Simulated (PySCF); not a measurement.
Ga(Me)2(Cl) cation (C₂H₆ClGa), SMILES [Cl][Ga]([CH3])[CH3] (connectivity only; charge and spin as stated), charge +1, multiplicity 2.

Geometry: TPSSh-D3(BJ)/def2-SVP. The multiplicity is an assumed one; no other spin state was optimised. The isomer is the one that the SMILES or the coordinates give; other isomers of the formula were not compared.

All values below come from TPSSh-D3(BJ)/def2-SVP in PySCF 2.14.0.

Frequencies are harmonic and unscaled.

Computed normal modes with their intensities:
```
mode  ν (cm⁻¹)  IR (km/mol)  moving atoms (share of kinetic energy)
----  --------  -----------  --------------------------------------
1           34          0.3                                  H 98 %
2           52          0.0                                  H 95 %
3           69          1.8        Cl 31 %, Ga 30 %, C 28 %, H 11 %
4          118          0.9                 C 60 %, H 25 %, Ga 12 %
5          122          0.4        Ga 41 %, C 26 %, H 20 %, Cl 12 %
6          296          9.7                  C 75 %, H 14 %, Ga 9 %
7          425         26.7                Cl 56 %, C 28 %, Ga 10 %
8          523          4.7                                  H 92 %
9          532          2.3                 H 53 %, C 23 %, Ga 17 %
10         550          9.1                 H 49 %, C 29 %, Ga 14 %
11         743         17.7                          H 86 %, C 13 %
12         744         29.3                          H 85 %, C 14 %
13        1029         48.1                          H 87 %, C 13 %
14        1175         47.7                          H 85 %, C 15 %
15        1386         12.8                           H 91 %, C 8 %
16        1397         17.4                                  H 94 %
17        1405          0.9                                  H 93 %
18        1422          6.3                                  H 95 %
19        3039         33.1                                  H 98 %
20        3045         33.0                                  H 99 %
21        3176         19.3                          H 90 %, C 10 %
22        3194         13.9                          H 90 %, C 10 %
23        3216         21.1                          H 90 %, C 10 %
24        3248          7.2                          H 89 %, C 11 %
```
